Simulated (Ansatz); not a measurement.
Reactions of `[NH2][Ta]([NH2])([OH])=[S]`.

Gas-phase electronic energies from Ansatz, PBE0-D4/def2-TZVP geometries. CCSD(T)/CBS adds triple-zeta CCSD(T) − MP2 to the extrapolated MP2 energy (def2 sets, frozen cores). This one scheme is used for every species. Functionals use def2-TZVPP. def2 core potentials past Kr. For Br, In, Mo, Sn, Ta outer-core shells are correlated without core-valence functions, which leaves a few kJ/mol of doubt a bond. Scalar relativity is left out up to krypton. Each species was taken in one conformer, which may not be the lowest.

| reaction | B2PLYP (kcal/mol) | HF/CBS(def2) (kcal/mol) | CCSD/CBS(def2) (kcal/mol) | ωB97X-V (kcal/mol) | CCSD(T)/CBS(def2) (kcal/mol) |
| --- | --- | --- | --- | --- | --- |
| `[NH2][Ta]([NH2])([OH])=[S]` + `[SH][In]([Cl])[Cl]` → `[NH2][Ta]([NH2])(=[S])[Cl]` + `[OH][In]([SH])[Cl]` | 11.8 | 17.6 | 12.9 | 13.9 | 11.6 |
| `[NH2][Ta]([NH2])([OH])=[S]` + `OCBF` → `[NH2][Ta]([OH])([OH])=[S]` + `NCBF` | -16.5 | -17.2 | -16.3 | -16.9 | -16.0 |
| `[NH2][Ta]([NH2])([OH])=[S]` + `[O]=[Mo]([OH])([F])=[S]` → `[NH2][Ta]([OH])([OH])=[S]` + `[NH2][Mo](=[O])([F])=[S]` | -9.2 | -10.3 | -10.0 | -9.6 | -9.6 |
| `[NH2][Ta]([NH2])([OH])=[S]` + `[Cl][SnH2][Br]` → `[NH2][Ta]([OH])(=[S])[Cl]` + `[NH2][SnH2][Br]` | 2.4 | 5.3 | 3.8 | 3.6 | 2.9 |

Largest T1 diagnostic: 0.025, for `[O]=[Mo]([OH])([F])=[S]`.
